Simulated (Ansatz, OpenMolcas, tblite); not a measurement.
A ladder of methods for GeSiH5Cl (SMILES [SiH3][GeH2][Cl])

GeSiH5Cl: 8 atoms, total charge 0, spin state singlet. SMILES: `[SiH3][GeH2][Cl]`. The shape is that of a PBE0-D4/def2-TZVP optimisation.

```xyz
8

Si   -0.8636    0.8273   -0.3025
Ge    0.7383   -0.8820    0.1184
Cl    1.9631   -0.1837    1.7662
H    -1.7449    0.4162   -1.4273
H    -0.1498    2.0787   -0.6589
H    -1.6785    1.0356    0.9202
H     1.7031   -1.1352   -1.0512
H     0.1246   -2.2139    0.5792
```

Quantity: the HOMO–LUMO gap, in eV. The values are calculated.

```tsv
level	kind	program	value (eV)	CPU time
GFN1-xTB	semi-empirical	tblite	4.63	under 2 s
HF/def2-SVP	Hartree–Fock	OpenMolcas	13.77	12 s
SVWN5/def2-SVP	LDA	OpenMolcas	5.32	26 s
BLYP/def2-SVP	GGA	Ansatz	5.46	2.9 s
revPBE/def2-SVP	GGA	Ansatz	5.54	2.9 s
r2SCAN/def2-SVP	meta-GGA	OpenMolcas	6.02	72 s
PBE0/def2-SVP	global hybrid	OpenMolcas	7.58	56 s
CAM-B3LYP/def2-SVP	range-separated hybrid	Ansatz	9.96	4 s
B2PLYP/def2-SVP	double hybrid	Ansatz	9.90	5.2 s
PBE-QIDH/def2-SVP	double hybrid	Ansatz	11.27	4.9 s
```

All-electron rows without a relativistic Hamiltonian named are non-relativistic. The values span 4.63 to 13.77 eV. Orbital gaps aren't excitation energies, and those of double hybrids come from the SCF part alone; they tend to grow with the share of exact exchange. CPU times are rough (shared hosts, several kinds of processor and program).
